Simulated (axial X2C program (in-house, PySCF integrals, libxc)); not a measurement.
## Ionising AsSe

All values come from calculations with an in-house all-electron X2C program for linear molecules (integrals from PySCF), spin-free (one-electron X2C) or two-component (2c: spin–orbit coupling with atomic mean-field Coulomb and Gaunt terms, which also bring small scalar terms), in Dyall basis sets with cores contracted in-house; open shells are unrestricted.

Basis sets: As dyall-cv3z, Se dyall-cv3z.

```tsv
Hamiltonian	level	AsSe state	Re (Å)	ωe (cm⁻¹)	De (eV)
spin-free	HF	M_S = 1/2, Λ = 1	2.240	287.6	0.94
spin-free	PBE0	M_S = 1/2, Λ = 1	2.137	416.2	3.40
```

Adiabatic ionisation energy (minimum to minimum, no zero-point term) and constants of AsSe⁺:

| Hamiltonian | level | AsSe⁺ state | IE (eV) | Re (Å) | ωe (cm⁻¹) | De (eV) | fragments |
| --- | --- | --- | --- | --- | --- | --- | --- |
| spin-free | HF | M_S = 0, Λ = 0 | 7.67 | 2.022 | 532.2 | 1.80 | Se+ + As |
| spin-free | PBE0 | M_S = 0, Λ = 0 | 7.75 | 2.057 | 480.8 | 5.27 | Se+ + As |

(1) Add the zero-point terms to the ionisation energy at PBE0, spin-free, and say whether the electron removed was bonding.

(2) Close the cycle De(AsSe⁺) + IE(AsSe) = De(AsSe) + IE(Se) to find the atomic ionisation energy at PBE0, spin-free.

Each entry is the lowest single determinant of a limited PBE0 search at one distance. De goes to single-determinant-based atoms at the same level (for ions the charge split of lowest energy) and is withheld (n/a) where an atom does not fit its ground term or J level. Main or longest-lived isotopes. One determinant is a doubtful description, or other states lie close, for AsSe; these need not be ground states, and all values refer to the states named. The functionals have no current term, which raises determinants with orbital currents.

Results:

(1) IE0 = IE + (ωe⁺ − ωe)/2 = 7.75 + (0.004) = 7.75 eV. Re changes by -0.080 Å, so the bond shortens, as on loss of an antibonding or a polarising non-bonding electron.

(2) IE(Se) = 5.27 + 7.75 − 3.40 = 9.62 eV, for the determinants used.
